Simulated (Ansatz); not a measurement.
# doublet BeS(+): levels of theory in one basis

```yaml
atoms:
  - { symbol: Be, position_ang: [0.0293, -0.0271, -0.9040] }
  - { symbol: S, position_ang: [-0.0193, 0.0050, 0.8882] }
```

Basis set: def2-SVP (spherical functions). Frozen core: 5 orbitals. Correlation on ROHF uses semicanonical orbitals with singles. Charge 1, multiplicity 2.

Computed with Ansatz (development build ahead of 0.2.0); each method stands on the lowest determinant of its kind that the runs found.

| method | E − E(ROHF) (eV) | <S²> of the determinant |
| --- | --- | --- |
| ROHF | 0.00 | 0.75 |
| UHF | -0.09 | 0.76 |
| ROHF-MP2 | -3.23 | – |
| UHF-MP2 | -3.22 | 0.76 |

(1) What does ROHF-CCSD(T) give on the same scale?

(2) Is a single determinant a sound starting point here?

## Answers

(1) -3.85 eV.

(2) By this sign, yes. Unrestricted orbitals gain 0.09 eV and <S²> is 0.76 against 0.75 for a pure state.
